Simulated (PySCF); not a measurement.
## Vertical excitation energies

Cyclo-(F2GeO)2.
Geometry (PBE0-D3(BJ)/def2-SVP, Å), atoms numbered from 1 in this order:
```
atom  x, y, z in Å
Ge1   -0.3229    1.1821   -0.3053
F2    -0.5840    1.8193   -1.8617
F3    -0.6070    2.4674    0.7735
O4     1.2246    0.3152   -0.0841
Ge5    0.3562   -1.2035    0.2844
F6     0.6427   -2.4892   -0.7933
F7     0.6203   -1.8395    1.8408
O8    -1.1917   -0.3374    0.0620
```

Method: TDDFT wB97X-D/def2-SVPD, vertical, gas phase, core orbitals frozen in the response (PySCF 2.14.0, density-fitted response routines). The wB97X-D/def2-SVPD calculation is non-relativistic and has no spin–orbit coupling, an omission that weighs most on germanium.

Predict the UV-vis stick spectrum at this level.

```
state  E (eV)  E (kJ/mol)  λ (nm)       f  |μ| (D)  main configurations (H = HOMO, L = LUMO)
   S1    6.58         635   188.4  0.0000     0.01                               H-1→L (97%)
   S2    6.80         656   182.3   0.054     1.44                                 H→L (97%)
   S3    7.56         730   163.9   0.056     1.40                               H-2→L (92%)
   S4    8.33         804   148.8  0.0000     0.00                  H→L+1 (59%), H-3→L (32%)
   S5    8.34         804   148.7  0.0000     0.00                             H-1→L+1 (87%)
   S6    8.41         811   147.5  0.0000     0.00                  H-3→L (61%), H→L+1 (32%)
   S7    8.90         859   139.3  0.0000     0.00  H-5→L (61%), H-2→L+1 (25%), H-6→L+1 (8%)
   S8    9.02         870   137.5  0.0000     0.00                  H→L+2 (72%), H-9→L (20%)
   S9    9.15         883   135.5   0.118     1.84                H-6→L (76%), H-5→L+1 (13%)
  S10    9.18         886   135.0  0.0000     0.03                H-7→L (79%), H-8→L+1 (16%)
  S11    9.20         887   134.8  0.0000     0.03                H-8→L (79%), H-7→L+1 (17%)
  S12    9.25         893   134.0   0.332     3.08                               H-4→L (85%)
  S13    9.39         906   132.1  0.0006     0.12                             H-1→L+2 (88%)
  S14    9.42         909   131.6  0.0000     0.00                H-2→L+1 (62%), H-5→L (21%)
  S15    9.48         915   130.8  0.0000     0.01                  H-9→L (64%), H→L+2 (18%)
```

Triplets, Tamm–Dancoff:

| state | E (eV) | λ (nm) | main configurations (H = HOMO, L = LUMO) |
| --- | --- | --- | --- |
| T1 | 6.13 | 202.4 | H→L (95%) |
| T2 | 6.23 | 199.1 | H-1→L (94%) |
| T3 | 7.05 | 175.9 | H-2→L (88%) |
| T4 | 7.82 | 158.5 | H→L+1 (53%), H-3→L (37%) |

The lowest singlet lies at 6.58 eV (188 nm, vacuum ultraviolet) and is dark (f under 0.0005); its leading configuration is HOMO-1→LUMO (97%). The most intense listed level is S12 at 9.25 eV (134 nm, f = 0.332), 2.67 eV above S1. S4/S5 lie within about 0.01 eV of each other. Löwdin shares by element: HOMO oxygen 92%; LUMO germanium 46%, oxygen 22% (atoms not listed hold the other 33%). The oscillator strengths of these states sum to 0.561; summed over the whole spectrum of an exact calculation they would give the number of electrons, 116 (Thomas–Reiche–Kuhn). The listed states span 2.90 eV. Weighted by f, the mean energy of these states is 8.83 eV. The vertical ionisation energy (ΔSCF) is 12.99 eV, 3.51 eV above S15. Singlets were solved by full linear response, triplets in the Tamm–Dancoff approximation.

On one thread, AMD EPYC (x86_64), shared host with 64 logical CPUs at a one-minute load of 62, this took 5.9 min of wall time (with the writing of density and orbital grids) and 1.2 GiB of memory at its peak.

One conformer stands for the species.
